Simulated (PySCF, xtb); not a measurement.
SbF₅, SMILES [F][Sb]([F])([F])([F])[F].

Harmonic wavenumbers (cm⁻¹) from GFN2-xTB in xtb at its own minimum, in rising order: 21, 22, 148, 152, 158, 165, 185, 350, 425, 429, 438, 448.

Question: What does PySCF 2.14.0 with B3LYP-D3(BJ)/def2-SVP give at its own minimum? (The exact figures need the calculation; the answer reports its results.)

Answer: 79, 79, 242, 242, 258, 259, 266, 626, 643, 707, 707, 707. Paired by order, the mean absolute difference is 156 cm⁻¹ and the zero-point energies are 4.2 and 6.9 kcal/mol.
